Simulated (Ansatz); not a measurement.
Pd₃H₂⁻, relaxed as a doublet with UKS PBE-D4/def2-TZVPD in Ansatz, starting from the GFN2-xTB geometry. Force threshold 0.02 eV/Å.

In the def2 sets Pd takes a core potential; there is no spin–orbit coupling. The highest occupied level of the charge -1 doublet lies above zero (up to 0.28 eV). By energy differences its removal costs 2.15 eV (vertical, to the charge 0 singlet, at PBE-D4/def2-TZVPD); a positive level beside a positive removal energy at the same level points to self-interaction error. The relaxation made no stability test and no search for a lower SCF solution. Another isomer (doublet) lies 0.03 eV lower at PBE0-D4/def2-TZVPD.

Start:

```xyz
5

Pd   -0.172    0.430    1.211
Pd    0.170   -0.374   -1.322
Pd    1.752    1.241   -0.189
H    -1.233    0.290    2.608
H    -0.517   -1.587   -2.307
```

Problem. Estimate the energy that the relaxation releases and the steps that it takes.

Solution. 132.2 kJ/mol, in 15 steps; 43 s on 4 threads of Arm Neoverse V1 on a shared host. The force fell under the threshold at step 14, but the optimiser went on. No frequencies were taken in this run, so the end may be a saddle point.

Problem. Does the start keep its bonding?

Solution. Bonds formed: Pd1–H5 (atoms count from 1). The end is the same structure that another start reached.

Problem. Predict the relaxed structure.

Solution. 
Cartesian coordinates in Å:
```
Pd -0.647 -0.128 0.619
Pd 0.334 -0.113 -1.940
Pd 1.469 1.128 0.010
H -0.730 0.213 2.191
H -0.427 -1.100 -0.879
```
Bond lengths (bridged metal pairs left out): 2 × Pd–Pd 2.53 to 2.57 Å; 3 × H–Pd 1.61 to 1.80 Å.
